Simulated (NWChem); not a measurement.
Program: NWChem. System: H7NO2Si2, charge 0, spin multiplicity 1, at a geometry optimised with PBE0/def2-SVP. The structure started from a generated list of species. Level: PBE0/def2-SVP.

Job file:

```
start mol
memory heap 200 mb stack 800 mb global 1000 mb
geometry units angstroms nocenter noautoz
  N     -1.849806    -0.629787     0.000000
  Si    -0.346170     0.230055     0.000000
  O     -0.313914     1.120952    -1.404780
  O     -0.313914     1.120952     1.404780
  Si     1.648500    -0.984344     0.000000
  H     -2.131769    -1.137090     0.832525
  H     -2.131769    -1.137090    -0.832525
  H     -1.134794     1.570115    -1.633484
  H     -1.134794     1.570115     1.633484
  H      1.709436    -1.867027    -1.208147
  H      2.852894    -0.098682     0.000000
  H      1.709436    -1.867027     1.208147
  symmetry group Cs
end
basis spherical
  * library def2-svp
end
dft
  xc pbe0
  semidirect memsize 60000000 filesize 0
  iterations 100
end
task dft energy
```

Output (cleaned and shortened):

```
             Northwest Computational Chemistry Package (NWChem) 7.3.0
             --------------------------------------------------------

                                NWChem Input Module
                                -------------------

 Scaling coordinates for geometry "geometry" by  1.889725989
 (inverse scale =  0.529177249)

 Turning off AUTOSYM since
 SYMMETRY directive was detected!

                             Geometry "geometry" -> ""
                             -------------------------

 Output coordinates in angstroms (scale by  1.889725989 to convert to a.u.)

  No.       Tag          Charge          X              Y              Z
 ---- ---------------- ---------- -------------- -------------- --------------
    1 N                    7.0000    -1.84980600    -0.62978700     0.00000000
    2 Si                  14.0000    -0.34617000     0.23005500     0.00000000
    3 O                    8.0000    -0.31391400     1.12095200    -1.40478000
    4 O                    8.0000    -0.31391400     1.12095200     1.40478000
    5 Si                  14.0000     1.64850000    -0.98434400     0.00000000
    6 H                    1.0000    -2.13176900    -1.13709000     0.83252500
    7 H                    1.0000    -2.13176900    -1.13709000    -0.83252500
    8 H                    1.0000    -1.13479400     1.57011500    -1.63348400
    9 H                    1.0000    -1.13479400     1.57011500     1.63348400
   10 H                    1.0000     1.70943600    -1.86702700    -1.20814700
   11 H                    1.0000     2.85289400    -0.09868200     0.00000000
   12 H                    1.0000     1.70943600    -1.86702700     1.20814700

 Effective nuclear repulsion energy (a.u.)     312.0958334290

            Nuclear Dipole moment (a.u.)
            ----------------------------
        X                 Y               Z
 ---------------- ---------------- ----------------
    -0.0000113384    -0.0000170075     0.0000000000

      Symmetry information
      --------------------

 Group name             Cs
 Group number              2
 Group order               2
 No. of unique centers     8

      Symmetry unique atoms

     1    2    3    5    6    8   10   11


 Summary of "ao basis" -> "" (spherical)
 ------------------------------------------------------------------------------
       Tag                 Description            Shells   Functions and Types
 ---------------- ------------------------------  ------  ---------------------
 *                          def2-svp                  on all atoms

                                 NWChem DFT Module
                                 -----------------

 Summary of "ao basis" -> "ao basis" (spherical)
 ------------------------------------------------------------------------------
       Tag                 Description            Shells   Functions and Types
 ---------------- ------------------------------  ------  ---------------------
 N                          def2-svp                 6       14   3s2p1d
 Si                         def2-svp                 8       18   4s3p1d
 O                          def2-svp                 6       14   3s2p1d
 H                          def2-svp                 3        5   2s1p

 Summary of "ao basis" -> "ao basis" (spherical)
 ------------------------------------------------------------------------------
       Tag                 Description            Shells   Functions and Types
 ---------------- ------------------------------  ------  ---------------------
[...]
 d= 0,ls=0.0,diis     2   -787.5632015143  2.55D-02  6.56D-03  1.38D+00     2.8
 d= 0,ls=0.0,diis     3   -787.6955583895 -1.32D-01  8.13D-04  2.35D-02     3.4
 d= 0,ls=0.0,diis     4   -787.6973980230 -1.84D-03  3.63D-04  2.95D-03     4.0
 d= 0,ls=0.0,diis     5   -787.6976788988 -2.81D-04  1.03D-04  3.35D-04     4.6
  Resetting Diis
 d= 0,ls=0.0,diis     6   -787.6977153521 -3.65D-05  1.21D-05  1.13D-06     5.3
 d= 0,ls=0.0,diis     7   -787.6977155122 -1.60D-07  4.75D-06  8.32D-08     5.9

         Total DFT energy =     -787.697715512232
      One electron energy =    -1710.510506913662
           Coulomb energy =      678.905942432796
    Exchange-Corr. energy =      -68.188984460411
 Nuclear repulsion energy =      312.095833429045

 Numeric. integr. density =       58.000004606479

     Total iterative time =      5.5s

                  Occupations of the irreducible representations
                  ----------------------------------------------

                     irrep           alpha         beta
                     --------     --------     --------
                     a'               20.0         20.0
                     a"                9.0          9.0

                       DFT Final Molecular Orbital Analysis
                       ------------------------------------

 Vector   27  Occ=2.000000D+00  E=-3.227911D-01  Symmetry=a"
              MO Center= -2.4D-01,  9.2D-01,  1.0D-11, r^2= 3.2D+00
   Bfn.  Coefficient  Atom+Function         Bfn.  Coefficient  Atom+Function
  ----- ------------  ---------------      ----- ------------  ---------------
    38      0.314243   3 O  pz               52      0.314243   4 O  pz
    37      0.298315   3 O  py               51     -0.298315   4 O  py
    41      0.235324   3 O  pz               55      0.235324   4 O  pz
    40      0.229638   3 O  py               54     -0.229638   4 O  py
    27      0.105562   2 Si pz               99      0.078888  10 H  s

 Vector   28  Occ=2.000000D+00  E=-3.226286D-01  Symmetry=a'
              MO Center= -7.7D-02, -4.9D-01, -1.0D-11, r^2= 4.1D+00
   Bfn.  Coefficient  Atom+Function         Bfn.  Coefficient  Atom+Function
  ----- ------------  ---------------      ----- ------------  ---------------
     5      0.284809   1 N  py               17      0.235538   2 Si s
     8     -0.218536   1 N  py               69      0.181933   5 Si py
    22      0.174871   2 Si px               68     -0.146496   5 Si px
    71     -0.140881   5 Si px               99     -0.138018  10 H  s
   109     -0.138018  12 H  s                16      0.132615   2 Si s

 Vector   29  Occ=2.000000D+00  E=-2.664352D-01  Symmetry=a'
              MO Center= -7.1D-01, -4.9D-01,  2.6D-15, r^2= 3.8D+00
   Bfn.  Coefficient  Atom+Function         Bfn.  Coefficient  Atom+Function
  ----- ------------  ---------------      ----- ------------  ---------------
     4      0.345728   1 N  px                7     -0.307843   1 N  px
     5     -0.299617   1 N  py                8      0.264689   1 N  py
    68     -0.196729   5 Si px               71     -0.173471   5 Si px
    22      0.149731   2 Si px               72      0.145811   5 Si py
    17      0.128086   2 Si s                63      0.125395   5 Si s

 Vector   30  Occ=0.000000D+00  E= 3.179714D-02  Symmetry=a'
              MO Center=  7.1D-01, -6.1D-01,  6.8D-12, r^2= 5.0D+00
   Bfn.  Coefficient  Atom+Function         Bfn.  Coefficient  Atom+Function
  ----- ------------  ---------------      ----- ------------  ---------------
   105     -0.856726  11 H  s                72      0.816839   5 Si py
    71      0.539894   5 Si px                3      0.474540   1 N  s
   100      0.385583  10 H  s               110      0.385583  12 H  s
    26      0.260326   2 Si py               80     -0.220786   6 H  s
    85     -0.220786   7 H  s                25      0.219062   2 Si px

 Vector   31  Occ=0.000000D+00  E= 3.629706D-02  Symmetry=a"
              MO Center=  7.0D-01, -3.2D-01, -1.9D-11, r^2= 5.3D+00
   Bfn.  Coefficient  Atom+Function         Bfn.  Coefficient  Atom+Function
  ----- ------------  ---------------      ----- ------------  ---------------
    73      0.927556   5 Si pz              100      0.691600  10 H  s
   110     -0.691600  12 H  s                27      0.381380   2 Si pz
    35      0.377636   3 O  s                49     -0.377636   4 O  s
    90     -0.290087   8 H  s                95      0.290087   9 H  s
    99      0.160142  10 H  s               109     -0.160142  12 H  s

 Vector   32  Occ=0.000000D+00  E= 4.368917D-02  Symmetry=a'
              MO Center= -1.3D+00,  3.8D-01,  1.2D-11, r^2= 6.9D+00
   Bfn.  Coefficient  Atom+Function         Bfn.  Coefficient  Atom+Function
  ----- ------------  ---------------      ----- ------------  ---------------
     3      0.824315   1 N  s                90     -0.588466   8 H  s
    95     -0.588466   9 H  s                80     -0.531395   6 H  s
    85     -0.531395   7 H  s                18     -0.476135   2 Si s
    35      0.470328   3 O  s                49      0.470328   4 O  s
    63      0.355154   5 Si s                64      0.232773   5 Si s

 center of mass
 --------------
 x =   0.00393153 y =   0.05110008 z =   0.00000000

 moments of inertia (a.u.)
 ------------------
         577.500665968673         171.402623871024           0.000000000000
         171.402623871024         818.286026701647           0.000000000000
           0.000000000000           0.000000000000         875.508674273817

     Multipole analysis of the density
     ---------------------------------

     L   x y z        total         alpha         beta         nuclear
     -   - - -        -----         -----         ----         -------
     0   0 0 0     -0.000000    -29.000000    -29.000000     58.000000

     1   1 0 0     -1.392497     -0.696243     -0.696243     -0.000011
     1   0 1 0     -0.099823     -0.049903     -0.049903     -0.000017
     1   0 0 1     -0.000000     -0.000000     -0.000000      0.000000

     2   2 0 0    -31.707672   -178.159228   -178.159228    324.610784
     2   1 1 0     -0.673948     47.315284     47.315284    -95.304516
     2   1 0 1     -0.000000     -0.000000     -0.000000      0.000000
     2   0 2 0    -31.938098   -108.253852   -108.253852    184.569605
     2   0 1 1     -0.000000     -0.000000     -0.000000      0.000000
     2   0 0 2    -34.121105    -90.653909    -90.653909    147.186714

 Task  times  cpu:        5.9s     wall:        5.9s

 Total times  cpu:        5.9s     wall:        5.9s
```
